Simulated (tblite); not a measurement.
A tight-binding relaxation on `C[C@@H]1C[C@@H]([AsH2])[C@@H]1[AsH2]`.

Computed with GFN2-xTB geometry optimisation, gas phase (tblite 0.8.0). Start geometry: from a force field or distance geometry. The input is one job of a driver script: a line of settings, then coordinates in Å.

Command:
```bash
OMP_NUM_THREADS=1 python probes_run.py task.json out
```

Input:
```
{"job": {"kind": "relax", "xc": "GFN2-xTB", "basis": "xTB"}, "charge": 0, "multiplicity": 1}
C     -1.836800    -0.833000    -0.017600
C     -0.732600    -0.505300    -0.976300
C      0.560600    -1.248400    -0.563000
C      0.679800    -0.125500     0.462200
As     2.464700     0.311500     1.069900
C      0.078500     0.736200    -0.631600
As    -0.866000     2.323300    -0.119300
H     -2.626900    -1.344000    -0.613500
H     -2.333100     0.083200     0.382000
H     -1.552200    -1.524000     0.808500
H     -1.012400    -0.608900    -2.025100
H      1.260000    -1.160600    -1.415400
H      0.382600    -2.249200    -0.156200
H      0.013500    -0.310800     1.324400
H      2.558600     0.110600     2.618900
H      3.610500    -0.376200     0.296900
H      0.818400     0.894100    -1.453600
H     -1.569600     2.274800     1.264700
H      0.092700     3.561300    -0.263400
```

Output:
```
step      E/eV     max force
  0    -582.76167    3.961
  1    -583.46075    3.125
  2    -584.52997    1.329
  3    -584.71730    1.244
  4    -585.00953    0.897
  5    -585.15131    0.978
  6    -585.24292    0.790
  7    -585.27820    0.617
  8    -585.31054    0.454
  9    -585.32818    0.389
... (94 lines left out)
104    -585.76442    0.038
105    -585.76468    0.032
106    -585.76484    0.025
107    -585.76494    0.029
108    -585.76504    0.024
109    -585.76513    0.018
110    -585.76519    0.015
111    -585.76522    0.014
112    -585.76526    0.012
113    -585.76529    0.008
```

«max force» is the largest atomic force in eV/Å.

Q: From which step on does the largest force stay under 0.1 eV/Å, and how much energy is left to gain from there?

A: From step 71 (0.099 eV/Å), 23.3 meV above the end.

Summary of the converged run: energy lowered by 69.3 kcal/mol over 113 steps; largest atomic force 0.008 eV/Å at the end.

Q: Give the final coordinates.

A: 0.768 Å rms from the input after alignment:
```
atom  x, y, z in Å
C1    -1.9999   -0.7677   -0.4239
C2    -0.5728   -0.5564   -0.8984
C3     0.4809   -1.2555   -0.0227
C4     0.8282    0.0955    0.6204
As5    2.7254    0.6276    0.8454
C6     0.0366    0.8025   -0.4946
As7   -1.1415    2.3298   -0.0246
H8    -2.3281   -1.7850   -0.6301
H9    -2.6706   -0.0736   -0.9364
H10   -2.0743   -0.5897    0.6487
H11   -0.5059   -0.7890   -1.9656
H12    1.3032   -1.6670   -0.6108
H13    0.1027   -2.0273    0.6481
H14    0.3333    0.2085    1.5930
H15    3.1119   -0.6783    1.4861
H16    3.1415    0.0703   -0.4911
H17    0.7102    1.1628   -1.2859
H18   -1.4951    1.8128    1.3457
H19    0.0043    3.0890    0.5892
```

Q: How long does this job take on one thread of an Arm Neoverse N1, shared host with 64 logical CPUs at a one-minute load of 61?

A: About 1.5 s.
Labels such as C1 count atoms from 1, the log's own numbers from 0.
